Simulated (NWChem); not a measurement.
## HfO2 in NWChem

SMILES: [Hf](=[O])=[O]
```xyz
3

Hf     0.0000     0.0000    -0.1978
O     -1.4322     0.0000     0.8900
O      1.4322     0.0000     0.8900
```
Charge 0, spin multiplicity 1.

Everything below was run with NWChem. The geometry was optimised at PBE/def2-SVP with def2 effective core potentials on Hf, a minimum by its harmonic frequencies.

Symmetry labels belong to the abelian group C2v used in the runs, with the axes of the coordinates shown.

Effective core potentials replace the inner electrons of Hf; spin-orbit coupling is left out. The structure started from a generated list of species.

Task: List the lowest 3 singlet excitations that CIS/def2-SVPD with def2 effective core potentials on Hf gives, with oscillator strengths.

Result: 
```json
[
 {"state": "1", "symmetry": "b1", "energy (eV)": "3.65", "wavelength (nm)": "340", "f": "0.009"},
 {"state": "2", "symmetry": "b2", "energy (eV)": "4.20", "wavelength (nm)": "295", "f": "0.025"},
 {"state": "3", "symmetry": "a1", "energy (eV)": "4.35", "wavelength (nm)": "285", "f": "0.006"}
]
```
